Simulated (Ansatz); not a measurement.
`B/N=C(/F)S` + `CB(N)N` → `BNB(C)N` + `N=C(F)S`  (ligand exchange at a B–N bond)

Gas-phase electronic energies from Ansatz, PBE0-D4/def2-TZVP geometries. CCSD(T)/CBS is the MP2 limit (def2-TZVPP, def2-QZVPP) plus CCSD(T) − MP2 in def2-TZVPP, frozen cores. DFT in def2-TZVPP. B3LYP here is the variant with VWN-RPA as its local correlation; programs differ in this. HSE06 is defined as in plane-wave codes. Each species was taken in one conformer, which may not be the lowest.

```json
{"level": "LDA (SPW92)", "ΔE (kJ/mol)": "-4.7", "difference from CCSD(T)/CBS": "17.5"}
{"level": "revPBE-D4", "ΔE (kJ/mol)": "-12.3", "difference from CCSD(T)/CBS": "9.9"}
{"level": "BLYP-D4", "ΔE (kJ/mol)": "-8.2", "difference from CCSD(T)/CBS": "14.0"}
{"level": "r2SCAN-D4", "ΔE (kJ/mol)": "-12.8", "difference from CCSD(T)/CBS": "9.4"}
{"level": "B97M-V", "ΔE (kJ/mol)": "-16.4", "difference from CCSD(T)/CBS": "5.8"}
{"level": "PBE0-D4", "ΔE (kJ/mol)": "-12.9", "difference from CCSD(T)/CBS": "9.3"}
{"level": "B3LYP-D4", "ΔE (kJ/mol)": "-10.5", "difference from CCSD(T)/CBS": "11.7"}
{"level": "r2SCANh-D4", "ΔE (kJ/mol)": "-13.6", "difference from CCSD(T)/CBS": "8.6"}
{"level": "HSE06-D4", "ΔE (kJ/mol)": "-12.7", "difference from CCSD(T)/CBS": "9.5"}
{"level": "BHLYP-D4", "ΔE (kJ/mol)": "-15.4", "difference from CCSD(T)/CBS": "6.8"}
{"level": "ωB97X-V", "ΔE (kJ/mol)": "-18.4", "difference from CCSD(T)/CBS": "3.8"}
{"level": "ωB97M-V", "ΔE (kJ/mol)": "-18.4", "difference from CCSD(T)/CBS": "3.8"}
{"level": "PBE-QIDH", "ΔE (kJ/mol)": "-18.2", "difference from CCSD(T)/CBS": "4.0"}
{"level": "PBE", "ΔE (kJ/mol)": "-7.8", "difference from CCSD(T)/CBS": "14.4"}
{"level": "revPBE", "ΔE (kJ/mol)": "-7.7", "difference from CCSD(T)/CBS": "14.5"}
{"level": "BLYP", "ΔE (kJ/mol)": "-5.1", "difference from CCSD(T)/CBS": "17.1"}
{"level": "r2SCAN", "ΔE (kJ/mol)": "-12.4", "difference from CCSD(T)/CBS": "9.8"}
{"level": "PBE0", "ΔE (kJ/mol)": "-11.9", "difference from CCSD(T)/CBS": "10.3"}
{"level": "B3LYP", "ΔE (kJ/mol)": "-8.4", "difference from CCSD(T)/CBS": "13.8"}
{"level": "r2SCANh", "ΔE (kJ/mol)": "-13.3", "difference from CCSD(T)/CBS": "8.9"}
{"level": "r2SCAN0", "ΔE (kJ/mol)": "-14.6", "difference from CCSD(T)/CBS": "7.6"}
{"level": "HSE06", "ΔE (kJ/mol)": "-11.7", "difference from CCSD(T)/CBS": "10.5"}
{"level": "BHLYP", "ΔE (kJ/mol)": "-13.9", "difference from CCSD(T)/CBS": "8.3"}
{"level": "CAM-B3LYP", "ΔE (kJ/mol)": "-10.9", "difference from CCSD(T)/CBS": "11.3"}
{"level": "LC-ωPBE", "ΔE (kJ/mol)": "-12.7", "difference from CCSD(T)/CBS": "9.5"}
{"level": "RPA@PBE/def2-TZVPP", "ΔE (kJ/mol)": "-28.7", "difference from CCSD(T)/CBS": "-6.5"}
{"level": "HF/def2-SVP", "ΔE (kJ/mol)": "-18.8", "difference from CCSD(T)/CBS": "3.4"}
{"level": "MP2/def2-SVP", "ΔE (kJ/mol)": "-19.3", "difference from CCSD(T)/CBS": "2.9"}
{"level": "CCSD/def2-SVP", "ΔE (kJ/mol)": "-22.4", "difference from CCSD(T)/CBS": "-0.2"}
{"level": "HF/def2-TZVPP", "ΔE (kJ/mol)": "-23.1", "difference from CCSD(T)/CBS": "-0.9"}
{"level": "MP2/def2-TZVPP", "ΔE (kJ/mol)": "-19.9", "difference from CCSD(T)/CBS": "2.3"}
{"level": "SCS-MP2/def2-TZVPP", "ΔE (kJ/mol)": "-21.6", "difference from CCSD(T)/CBS": "0.6"}
{"level": "CCSD/def2-TZVPP", "ΔE (kJ/mol)": "-23.8", "difference from CCSD(T)/CBS": "-1.6"}
{"level": "CCSD(T)/def2-TZVPP", "ΔE (kJ/mol)": "-24.1", "difference from CCSD(T)/CBS": "-1.9"}
{"level": "HF/def2-QZVPP", "ΔE (kJ/mol)": "-23.2", "difference from CCSD(T)/CBS": "-1.0"}
{"level": "MP2/def2-QZVPP", "ΔE (kJ/mol)": "-18.8", "difference from CCSD(T)/CBS": "3.4"}
{"level": "SCS-MP2/def2-QZVPP", "ΔE (kJ/mol)": "-20.6", "difference from CCSD(T)/CBS": "1.6"}
{"level": "HF/CBS(def2)", "ΔE (kJ/mol)": "-23.2", "difference from CCSD(T)/CBS": "-1.0"}
{"level": "MP2/CBS(def2)", "ΔE (kJ/mol)": "-17.9", "difference from CCSD(T)/CBS": "4.3"}
{"level": "CCSD/CBS(def2)", "ΔE (kJ/mol)": "-21.9", "difference from CCSD(T)/CBS": "0.3"}
{"level": "CCSD(T)/CBS", "ΔE (kJ/mol)": "-22.2", "difference from CCSD(T)/CBS": "0"}
```

Largest T1 diagnostic among the species: 0.015.

From PBE to PBE0 (25 % exact exchange), in def2-TZVPP and without D4, ΔE moves by −4.1 kJ/mol. Leaving LDA and LC-ωPBE aside and taking each functional with its dispersion term where it has one, the values spread over 10.3 kJ/mol, from ωB97X-V to BLYP-D4. LDA lies +3.1 kJ/mol from PBE without D4.
